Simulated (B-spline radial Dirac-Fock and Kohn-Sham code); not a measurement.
The Lβ1 (L2-M4) line from Cu to Cd

The computed values come from a B-spline atomic structure program: multi-electron Dirac-Fock with separately optimised hole states, Breit and Lamb-shift corrections added in first order. Free neutral atoms. No correlation.

The screening constant σ is defined by E = 0.1389·Ry·(Z − σ)², the hydrogen-like form of Moseley's law.

```
 Z  element  computed (eV)  tabulated (eV)     √E     σ
29       Cu          951.2           949.4  30.84  6.56
30       Zn         1036.9          1034.7  32.20  6.57
31       Ga         1126.8          1124.9  33.57  6.58
32       Ge         1220.8          1219.1  34.94  6.58
34       Se         1421.4          1419.5  37.70  6.57
35       Br         1528.0          1525.9  39.09  6.56
36       Kr         1638.8          1632.2  40.48  6.55
37       Rb         1754.1          1752.1  41.88  6.53
38       Sr         1873.8          1871.8  43.29  6.51
40       Zr         2126.1          2124.3  46.11  6.46
41       Nb         2258.9          2257.3  47.53  6.43
42       Mo         2396.2          2394.8  48.95  6.39
43       Tc         2538.2          2536.8  50.38  6.35
46       Pd         2991.4          2990.3  54.69  6.21
47       Ag              ?               ?      ?     ?
48       Cd         3317.7          3316.5  57.60  6.10
```

Task: Estimate the missing row, Ag.

Result: Computed 3152.1 eV, tabulated 3150.9 eV, √E = 56.14, σ = 6.16.

Tabulated energies: xraylib 4.2 line table, elements in their standard states.
